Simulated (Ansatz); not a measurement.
FGeHO, SMILES `[OH][Ge][F]`. Charge 0, multiplicity 1.

```xyz
4

O     0.864    0.376   -0.506
Ge   -0.906    0.399   -0.563
F    -1.180   -0.627    0.849
H     1.223   -0.147    0.220
```

(1) List the harmonic frequencies (cm⁻¹, unscaled) at PBE0-D4/def2-TZVP in Ansatz. (Best estimate.)

(2) Is this a minimum?

(3) Give the ideal-gas thermochemistry at 298.15 K and 1 bar (rigid rotor, harmonic oscillator; point group Cs, symmetry number 1).

(4) And at 400, 500, 600, 800 and 1000 K?

Answers

(1) Computed: 253, 501, 641, 715, 815, 3842.

(2) Yes, all 6 modes are real.

(3) Zero-point energy 40.5 kJ/mol; H(298) − E = 53.1 kJ/mol; entropy 280.4 J/(mol·K), of which translation 167.3, rotation 99.6, vibration 13.5; G(298) − E = -30.5 kJ/mol.

(4) 
```csv
T (K),H − E (kJ/mol),S (J/mol/K),G − E (kJ/mol)
400,59.1,297.8,-60.0
500,65.5,312.0,-90.5
600,72.2,324.3,-122.3
800,86.2,344.4,-189.3
1000,100.7,360.5,-259.8
```
